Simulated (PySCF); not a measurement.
From one molecule to another.

First species: C5H13N3Si.
SMILES: `CCCNC[Si@H](N)C#N`

Second species: C₅H₁₇NSi₂.
SMILES: `CC(C)(C)[Si@](C)(N)[SiH3]`

Levels: PBE0/pcSseg-1 for HOMO energy, LUMO energy and HOMO–LUMO gap. Geometries: GFN2-xTB. All species are isolated and taken at one optimised geometry, non-relativistic unless stated; the electronic structure was computed with PySCF and density fitting.

Dipoles, sizes and rotational constants follow the conformer. The torsions of the flexible species, by atom-mapped SMILES:
- `[CH3:1][C:2]([CH3:3])([CH3:4])[Si@:5]([CH3:6])([NH2:7])[SiH3:8]`: C1–C2–Si5–C6 -64°, H–N7–Si5–C2 74°, H–N7–Si5–C2 -66°

The conformers of `CCCNC[Si@H](N)C#N` aren't listed.

Values for the first species:

| Property | Result |
| --- | --- |
| HOMO energy | -6.67 eV |
| LUMO energy | -0.28 eV |
| HOMO–LUMO gap | 6.39 eV |

(1) Estimate the same properties for the second species, and the change in each.

Results:

(1) 
```tsv
property	first	second	second less first
HOMO energy	-6.67 eV	-6.79 eV	-0.12 eV
LUMO energy	-0.28 eV	0.37 eV	+0.65 eV
HOMO–LUMO gap	6.39 eV	7.16 eV	+0.77 eV
```

On the second:  GFN2-xTB frequencies show an imaginary mode (31i cm⁻¹), so this geometry is no minimum at that level.
